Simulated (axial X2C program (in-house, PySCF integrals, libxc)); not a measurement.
## Potential curves of GaS, 2c

All values were computed with an in-house relativistic program for diatomic molecules. Two-component (2c) means X2C with spin–orbit coupling and atomic mean-field two-electron Coulomb and Gaunt terms. Basis: Ga dyall-cv3z [9s9p7d4f1g], S dyall-av3z [9s8p3d2f] (cores contracted in-house); Gaussian nuclei, density fitting, unrestricted open shells. Masses: Ga 68.926 u, S 31.972 u.

State: Ω = 1/2 (⟨Sz⟩ = 0.50, ⟨Lz⟩ = 0.00 at TPSSh). Energies in eV from the lowest point of each curve. Fits are polynomials in 1 − R0/R over 0.85 to 1.23 times the lowest point R0.

| R (Å) | TPSSh |
| --- | --- |
| 1.8070 | 0.9275 |
| 1.8901 | 0.3718 |
| 1.9524 | 0.1414 |
| 2.0147 | 0.0275 |
| 2.0770 | 0.0000 |
| 2.1497 | 0.0458 |
| 2.2224 | 0.1482 |
| 2.3159 | 0.3301 |
| 2.4301 | 0.5903 |
| 2.5962 | 0.9872 |

One determinant describes the state; a PBE0 search over occupations chose it and may have missed a lower one. Density functionals use the spin component along the axis (collinear).

Question: Fit the TPSSh curve near its minimum: give the equilibrium distance and the harmonic wavenumber.

Answer: At TPSSh, 2c: Re = 2.070 Å, ωe ≈ 455 cm⁻¹; Be follows as 0.18 cm⁻¹.
